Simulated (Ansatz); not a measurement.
Basis-set extrapolation for `N[SiH]1[NH][Al]1[OH]` (PBE0-D4/def2-TZVP geometry, frozen core, Ansatz). Multiplicity 1, RHF reference.

```csv
,def2-TZVPP,def2-QZVPP
HF,-717.729250,-717.755051
MP2 correlation,-0.856393,-0.921625
CCSD(T) correlation,-0.919136,not run
```

Energies in hartree. Use E(X) = E(∞) + A·exp(−7.88·√X) for Hartree–Fock and E(X) = E(∞) + B·X^(−2.97) for correlation, with X = 3 and 4, and add CCSD(T) minus MP2 of the smaller set to the MP2 limit.

What is the CCSD(T) energy at the basis-set limit?

HF limit: -717.755051 + (-0.025801) × 0.13774 = -717.75860. MP2 limit: -0.921625 + (-0.065232) × 0.74074 = -0.96994. Higher-order term: -0.919136 − (-0.856393) = -0.06274. Total: -718.79128 hartree, 89.7 kcal/mol below CCSD(T)/def2-TZVPP.
